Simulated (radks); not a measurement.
Values are calculated unless marked as measured or tabulated.
Spherical jellium clusters: N electrons in a uniform positive sphere of charge N and radius rs N^(1/3), rs = 3.15 bohr. Level of theory: non-relativistic Kohn-Sham, PBE, spin-polarised, spherical densities (a radial shooting solver with Libxc functionals). Levels are named by radial order and angular momentum (1s, 1p, 1d, 2s, ...), and open shells are averaged over m.

N = 5, configuration 1s2 1p(up 3, down 0). This is the lowest configuration that the search found. Occupied and some empty levels:

level    occupation  eigenvalue (eV)  <r> (bohr)
1s up             1          -5.7920       3.917
1s down           1          -4.9005       3.623
1p up             3          -3.5034       4.947
1p down           0          -2.2806       5.027
1d up             0          -1.0361       6.517
2s up             0         -0.92154       8.066

Energy (eV): total -7.42452, kinetic 13.281, external -143.35, Hartree 68.342, exchange-correlation -21.477, background 75.778.
